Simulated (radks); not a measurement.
The numbers below are computed, except where a source is named.
Q: Dipole-allowed excitations along the series with 2 electrons in [He]. Level of theory: scalar-relativistic Kohn-Sham, PBE, spin-polarised, spherical densities, finite nucleus; Fermi nuclear charge, rms radius of each element as measured or else 0.836 A^(1/3) + 0.57 fm (a radial shooting solver on a logarithmic mesh with Libxc functionals). Time-dependent linear response with the Hartree and adiabatic LDA kernel, continuum included through the Sternheimer equations, no spin-orbit coupling, so fine structure and intercombination lines are absent. Lines are the poles of the dipole polarisability below minus the highest occupied eigenvalue, found on a grid refined at the orbital gaps; the lowest seven at most are given, and weak or close lines can be missed. The first line takes the name of the lowest orbital gap if no other gap lies below it; otherwise a line is named after a gap within 0.6 % of it, if that gap stands alone.

| species | -e(HOMO) (eV) | lowest orbital gap (eV) | first line (eV) | f | static alpha (bohr^3) |
|---|---|---|---|---|---|
| Ca18+ | 5008.2 | 1s-2p 3858.1 | 3867.7 (1s-2p) | 0.747 | 0.00005994 |
| Sc19+ | 5548.4 | 1s-2p 4269.1 | 4280.1 (1s-2p) | 0.750 | 0.00004901 |
| Ti20+ | 6116.8 | 1s-2p 4701.4 | 4713.8 (1s-2p) | 0.752 | 0.00004045 |
| V21+ | 6713.4 | 1s-2p 5154.9 | 5169.1 (1s-2p) | 0.755 | 0.00003367 |
| Cr22+ | 7338.3 | 1s-2p 5629.9 | 5646.0 (1s-2p) | 0.757 | 0.00002825 |

Estimate the first line of K17+, its oscillator strength and the static polarisability.

A: 3476.6 eV (1s-2p), f = 0.743, alpha = 0.00007406 bohr^3.
